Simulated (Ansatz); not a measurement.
Ansatz (a program for electronic structure) input:
A basis named .json is the Basis Set Exchange file of that set.

Ansatz 0.2 input:
```yaml
crystal:
  periodic: [false, false, false]
  atoms:
    - {symbol: C, position_ang: [1.46871891, -0.10220435, -0.17749299]}
    - {symbol: C, position_ang: [0.20127381, -0.01291603, -0.01782906]}
    - {symbol: O, position_ang: [-1.06597145, 0.15715660, 0.07537202]}
    - {symbol: H, position_ang: [-1.49218478, -0.56653057, 0.56895620]}
basis:
  gaussian:
    orbitals: aug-cc-pVTZ
    fitting: {mean_field: def2-universal-jkfit, correlation: aug-cc-pVTZ-RIFIT.json}
magnetization: {spin_polarized: true, initial_magnetization: 1}
correlation: {method: mp2, electrons: outside_noble_gas}
```

Q: What final total energy does it print?

A: -151.56267 Eh (RI-MP2/aug-cc-pVTZ). The basis has 161 functions.

It need not be the lowest isomer of its formula.
